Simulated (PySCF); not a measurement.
The PySCF input:
```python
from pyscf import gto, scf, dft

mol = gto.Mole()
mol.atom = '''
    Si    1.312897    0.235517    0.431753
    F     1.854847    0.602880   -1.040747
    O    -0.419150    0.184371    0.408325
    C    -1.091972   -0.792940   -0.151192
    C    -2.564867   -0.348253   -0.214234
    H     1.978148   -0.782315    0.930557
    H     1.313430    1.607892    1.144757
    H    -1.063328   -1.777453    0.159071
    H    -0.904533   -0.843122   -1.368209
    H    -2.893664    0.565260   -0.412709
    H    -3.285831   -1.069850   -0.497820
    H    -2.787011   -0.541319    0.913357
'''
mol.basis = 'sto-3g'
mol.charge = 0
mol.spin = 0
mol.verbose = 4
mol.build()

mf = dft.RKS(mol)
mf.xc = 'r2scan'
mf.kernel()
g = mf.nuc_grad_method()
grad = g.kernel()
```

Q: Predict the dipole moment from R2SCAN/STO-3G, gradient (PySCF).

A: 1.76 D

Q: Estimate the Mulliken (on the basis functions themselves) charges in atom order that R2SCAN/STO-3G, gradient returns for this input.

A: Si1 0.81, F2 -0.24, O3 -0.34, C4 -0.02, C5 -0.27, H6 -0.13, H7 -0.14, H8 0.08, H9 0.01, H10 0.10, H11 0.08, H12 0.05

Q: What number of basis functions does R2SCAN/STO-3G, gradient give?

A: 36

Q: Estimate the HOMO energy that R2SCAN/STO-3G, gradient returns for this input.

A: -2.80 eV
